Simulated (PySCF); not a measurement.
Bond curve of SnN

Set-up: Sn x2c-TZVPPall, N x2c-TZVPPall; spin-free X2C with a Gaussian nucleus (PySCF 2.14). Energies in eV from Sn + N in their ground configurations at the same level. State: ²Π (doublet), unpaired electrons π ↑.

```csv
R (Å),r²SCAN,PBE
1.687,-1.303,-1.810
1.765,-2.084,-2.615
1.843,-2.508,-3.067
1.902,-2.656,-3.237
1.961,-2.699,-3.300
2.020,-2.667,-3.281
2.098,-2.547,-3.165
2.196,-2.332,-2.930
2.314,-2.034,-2.592
2.471,-1.636,-2.138
```

Put a parabola through the three lowest points of the r²SCAN curve and estimate Re, k and ωe (reduced mass 12.54 u; 1 eV/Å² = 0.16022 mdyn/Å; ωe = 1302.8·√(k/μ) cm⁻¹).

Through R = 1.902, 1.961, 2.02 Å the second-order coefficient is 10.8 eV/Å², so Re ≈ 1.965 Å, k ≈ 3.45 mdyn/Å and ωe ≈ 684 cm⁻¹. A polynomial fit of higher order to the unrounded r²SCAN energies gives Re = 1.962 Å, k = 3.43 mdyn/Å, ωe = 682 cm⁻¹; anharmonicity and rounding make the difference.

The higher-order fit for each curve: r²SCAN: Re = 1.962 Å, ωe = 682 cm⁻¹, De = 2.70 eV; PBE: Re = 1.974 Å, ωe = 689 cm⁻¹, De = 3.30 eV.

⟨S²⟩ of the unrestricted solution departs from its pure value on part of the curve, where spin states mix. Spin–orbit coupling is left out, which matters for elements this heavy, above all for dissociation energies. The state was picked by a PBE0 search and need not be the measured ground state.
